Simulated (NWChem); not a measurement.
SbCl₅; SMILES [Cl][Sb]([Cl])([Cl])([Cl])[Cl]

All runs: NWChem. The geometry was optimised at PBE-D3(BJ)/def2-SVP. Not confirmed as a minimum by frequencies. def2 effective core potentials on Sb; no spin-orbit coupling. Level: PBE0/def2-SVPD; the question gives the wavelength of the field.

### Question
What does the run give for field static? Quantities: isotropic polarisability (bohr³); anisotropy (bohr³).

### Answer
```
Item                              Value
--------------------------------  -----
isotropic polarisability (bohr³)  116.9
anisotropy (bohr³)                 12.0
```
